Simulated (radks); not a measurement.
The numbers below are computed, except where a source is named.
Species: I IX. Configuration: [Kr] 4d9 (the NIST ground configuration). Code: a radial shooting solver on a logarithmic mesh with Libxc functionals. Model: Dirac Kohn-Sham, LB94 model potential, spin-unpolarised, spherical densities, finite nucleus; open shells fill j = l - 1/2 first; Fermi nuclear charge, rms radius 4.75 fm.

Unscreened Slater integrals over Kohn-Sham orbitals (hartree). Large and small components are both included. Empty in this configuration: 5s1/2.

\begin{tabular}{lr}
integral & value \\ \hline
F0(4d5/2,4d5/2) & 1.0182 \\
F2(4d5/2,4d5/2) & 0.51942 \\
F4(4d5/2,4d5/2) & 0.34641 \\
F0(4d5/2,4d3/2) & 1.0237 \\
F2(4d5/2,4d3/2) & 0.52183 \\
G2(4d5/2,4d3/2) & 0.52128 \\
G4(4d5/2,4d3/2) & 0.34764 \\
F0(4d5/2,4p3/2) & 1.0722 \\
F2(4d5/2,4p3/2) & 0.54946 \\
G1(4d5/2,4p3/2) & 0.69981 \\
G3(4d5/2,4p3/2) & 0.43557 \\
F0(4d5/2,4p1/2) & 1.0886 \\
G3(4d5/2,4p1/2) & 0.43594 \\
F0(4d5/2,5s1/2) & 0.68325 \\
G2(4d5/2,5s1/2) & 0.095844 \\
F0(4d3/2,4d3/2) & 1.0293 \\
F2(4d3/2,4d3/2) & 0.52440 \\
F0(4d3/2,4p3/2) & 1.0787 \\
F2(4d3/2,4p3/2) & 0.55327 \\
G1(4d3/2,4p3/2) & 0.70454 \\
G3(4d3/2,4p3/2) & 0.43879 \\
F0(4d3/2,4p1/2) & 1.0954 \\
G1(4d3/2,4p1/2) & 0.70971 \\
F0(4d3/2,5s1/2) & 0.68467 \\
G2(4d3/2,5s1/2) & 0.093474 \\
F0(4p3/2,4p3/2) & 1.1369 \\
F2(4p3/2,4p3/2) & 0.59712 \\
F0(4p3/2,4p1/2) & 1.1566 \\
G2(4p3/2,4p1/2) & 0.60382 \\
F0(4p3/2,5s1/2) & 0.69717 \\
G1(4p3/2,5s1/2) & 0.064608 \\
F0(4p1/2,4p1/2) & 1.1778 \\
F0(4p1/2,5s1/2) & 0.70131 \\
G1(4p1/2,5s1/2) & 0.062587 \\
F0(5s1/2,5s1/2) & 0.57347 \\
\end{tabular}
